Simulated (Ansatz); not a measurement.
Isomers of SnTe₂ (singlet), relaxed with PBE-D4/def2-SVP; total energies from Ansatz at CCSD(T)/def2-TZVPP.

```tsv
isomer	description	energy (Eh)
A	point group C2v; 2 × Sn–Te 2.78 Å; 1 × Te–Te 2.86 Å	-748.64218
B	point group D∞h; 2 × Sn–Te 2.55 Å	-748.62447
```

In the def2 sets Sn, Te take a core potential; there is no spin–orbit coupling. Correlated methods freeze 12 core orbitals; core or outer-core shells of Sn, Te are correlated, in sets that lack core-valence functions.

The isomers come from a short search, and lower ones may exist.

Question: Work out the relative energies (1 Eh = 2625.5 kJ/mol) and the Boltzmann populations at 800 K from electronic energies alone (R = 8.314 J/mol/K).

Answer: ΔE: A 0.0, B 46.5 kJ/mol. RT = 6.65 kJ/mol. Factors exp(−ΔE/RT): A 1, B 0.000919; sum 1.001. Populations: A 99.9 %, B 0.1 %. Zero-point energy, vibrational entropy and symmetry numbers are left out and can shift these; an error of 4 kJ/mol changes a ratio by a factor of 1.8. Over the other density-functional and correlated levels in def2 sets, the gap between A and B ranges from 49 to 59 kJ/mol.
